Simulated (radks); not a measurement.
Coulomb parameter of the 4f shell of the europium ion Eu+ in the model configuration [Xe] 4f5.5 6s1 6p1.5, as a second difference U = [E(n + 1) + E(n - 1) - 2 E(n)] / (1)^2 with all orbitals relaxed. "Bare": the charge of the atom changes with n. "Screened": the 6p shell takes up the change at fixed total charge, which measures U(4f,4f) + U(6p,6p) - 2 U(4f,6p). Method: scalar-relativistic Kohn-Sham, r2SCAN, spin-unpolarised, spherical densities, finite nucleus; meta-GGA in the generalised Kohn-Sham scheme; Fermi nuclear charge, rms radius 5.1115 fm; computed with a radial shooting solver on a logarithmic mesh with Libxc functionals.

| case | configuration | E - E(n) (eV) |
|---|---|---|
| start | [Xe] 4f5.5 6s1 6p1.5 | 0.000 |
| bare +1 | [Xe] 4f6.5 6s1 6p1.5 | -15.438 |
| bare -1 | [Xe] 4f4.5 6s1 6p1.5 | 32.281 |
| screened +1 | [Xe] 4f6.5 6s1 6p0.5 | -11.301 |
| screened -1 | [Xe] 4f4.5 6s1 6p2.5 | 20.665 |

U(bare) = 16.843 eV, U(screened by 6p) = 9.364 eV, against the Slater integral F0(4f,4f) = 29.565 eV with frozen orbitals.
